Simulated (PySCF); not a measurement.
CF₄, charge +1, doublet, geometry from GFN2-xTB (a state made from the parent by changing its charge; the spin is typed, not shown lowest); B97M-V/cc-pVTZ (PySCF).

The PySCF input:
```python
from pyscf import gto, scf, dft

mol = gto.M(
    atom='''
F     0.01244044   -1.03918526   -0.82138004
C    -0.00000000    0.00000000    0.00000000
F    -0.17290567    1.13627641   -0.65856320
F    -1.00801634   -0.07122209    0.85647908
F     1.16848156   -0.02586906    0.62346417
''',
    basis='cc-pvtz',
    charge=1,
    spin=1,
    verbose=4,
)

mf = dft.UKS(mol)
mf.xc = 'b97m_v'
mf.kernel()
```

It wrote (shortened):

```
PySCF version 2.14.0

[INPUT] verbose = 4
[INPUT] num. atoms = 5
[INPUT] num. electrons = 41
[INPUT] charge = 1
[INPUT] spin (= nelec alpha-beta = 2S) = 1
[INPUT] symmetry False subgroup None
[INPUT] Mole.unit = angstrom
[INPUT] Symbol           X                Y                Z      unit          X                Y                Z       unit  Magmom
[INPUT]  1 F      0.012440440000  -1.039185260000  -0.821380040000 AA    0.023509024469  -1.963775534085  -1.552183319784 Bohr   0.0
[INPUT]  2 C      0.000000000000   0.000000000000   0.000000000000 AA    0.000000000000   0.000000000000   0.000000000000 Bohr   0.0
[INPUT]  3 F     -0.172905670000   1.136276410000  -0.658563200000 AA   -0.326744361684   2.147251216704  -1.244504083717 Bohr   0.0
[INPUT]  4 F     -1.008016340000  -0.071222090000   0.856479080000 AA   -1.904874811686  -0.134590244119   1.618510892619 Bohr   0.0
[INPUT]  5 F      1.168481560000  -0.025869060000   0.623464170000 AA    2.208110130005  -0.048885438500   1.178176529779 Bohr   0.0

nuclear repulsion = 205.233093777948
number of shells = 45
number of NR pGTOs = 210
number of NR cGTOs = 150
basis = cc-pvtz
ecp = {}

******** <class 'pyscf.dft.uks.UKS'> ********
method = UKS
initial guess = minao
damping factor = 0
level_shift factor = 0
DIIS = <class 'pyscf.scf.diis.CDIIS'>
diis_start_cycle = 1
diis_space = 8
diis_damp = 0
SCF conv_tol = 1e-09
SCF conv_tol_grad = None
SCF max_cycles = 50
direct_scf = True
direct_scf_tol = 1e-13
number electrons alpha = 21  beta = 20
XC library pyscf.dft.libxc version 7.1.2
    S. Lehtola, C. Steigemann, M. J. T. Oliveira, and M. A. L. Marques,  SoftwareX 7, 1–5 (2018)
XC functionals = b97m_v
    N. Mardirossian and M. Head-Gordon,  J. Chem. Phys. 142, 074111 (2015)
radial grids:
    Treutler-Ahlrichs [JCP 102, 346 (1995); DOI:10.1063/1.469408] (M4) radial grids

becke partition: Becke, JCP 88, 2547 (1988); DOI:10.1063/1.454033
pruning grids: <function nwchem_prune>
grids dens level: 3
symmetrized grids: False
atomic radii adjust function: <function treutler_atomic_radii_adjust>
** Following is NLC and NLC Grids **
NLC functional = b97m_v
radial grids:
    Treutler-Ahlrichs [JCP 102, 346 (1995); DOI:10.1063/1.469408] (M4) radial grids

becke partition: Becke, JCP 88, 2547 (1988); DOI:10.1063/1.454033
pruning grids: <function nwchem_prune>
grids dens level: 3
symmetrized grids: False
atomic radii adjust function: <function treutler_atomic_radii_adjust>
small_rho_cutoff = 0
Set gradient conv threshold to 3.16228e-05
tot grids = 71168
tot grids = 71168
init E= -438.239707558389

cycle= 1 E= -436.807465284029  delta_E= 1.43  |g|= 0.658  |ddm|= 1.37
cycle= 2 E= -436.215702505746  delta_E= 0.592  |g|=  1.5  |ddm|= 1.07
cycle= 3 E= -436.856908175424  delta_E= -0.641  |g|= 0.532  |ddm|= 0.904
cycle= 4 E= -436.85768759253  delta_E= -0.000779  |g|= 0.513  |ddm|= 0.778
cycle= 5 E= -436.926759191643  delta_E= -0.0691  |g|= 0.282  |ddm|= 0.768
cycle= 6 E= -436.891596679117  delta_E= 0.0352  |g|= 0.409  |ddm|= 0.766
cycle= 7 E= -436.908816801347  delta_E= -0.0172  |g|= 0.353  |ddm|= 0.0397

cycle= 8 E= -436.943753287473  delta_E= -0.0349  |g|= 0.226  |ddm|= 0.695
cycle= 9 E= -436.931238753128  delta_E= 0.0125  |g|= 0.283  |ddm|= 0.0599
cycle= 10 E= -436.95317799509  delta_E= -0.0219  |g|= 0.178  |ddm|= 0.143
cycle= 11 E= -436.935220272576  delta_E= 0.018  |g|= 0.267  |ddm|= 0.478
cycle= 12 E= -436.966716863349  delta_E= -0.0315  |g|= 0.0335  |ddm|= 0.336
cycle= 13 E= -436.966255746796  delta_E= 0.000461  |g|= 0.0498  |ddm|= 0.0329
cycle= 14 E= -436.966565835446  delta_E= -0.00031  |g|= 0.0411  |ddm|= 0.0189
cycle= 15 E= -436.96719547432  delta_E= -0.00063  |g|= 0.0138  |ddm|= 0.0288
cycle= 16 E= -436.96721338483  delta_E= -1.79e-05  |g|= 0.0122  |ddm|= 0.00245
cycle= 17 E= -436.967263746602  delta_E= -5.04e-05  |g|= 0.00511  |ddm|= 0.00632
cycle= 18 E= -436.967269658418  delta_E= -5.91e-06  |g|= 0.00346  |ddm|= 0.0019
cycle= 19 E= -436.967274395648  delta_E= -4.74e-06  |g|= 0.000919  |ddm|= 0.00203
cycle= 20 E= -436.967274751825  delta_E= -3.56e-07  |g|= 0.000125  |ddm|= 0.0009
cycle= 21 E= -436.967274758644  delta_E= -6.82e-09  |g|= 4.83e-05  |ddm|= 0.000182
cycle= 22 E= -436.967274759486  delta_E= -8.42e-10  |g|= 3.36e-05  |ddm|= 6.54e-05
cycle= 23 E= -436.967274759728  delta_E= -2.42e-10  |g|= 2.79e-05  |ddm|= 3.31e-05
Extra cycle  E= -436.967274744387  delta_E= 1.53e-08  |g|= 0.000195  |ddm|= 0.000187
SCF not converged.
SCF energy = -436.967274744387 after 50 cycles  <S^2> = 0.75297589  2S+1 = 2.0029737
```

Convergence was not reached.
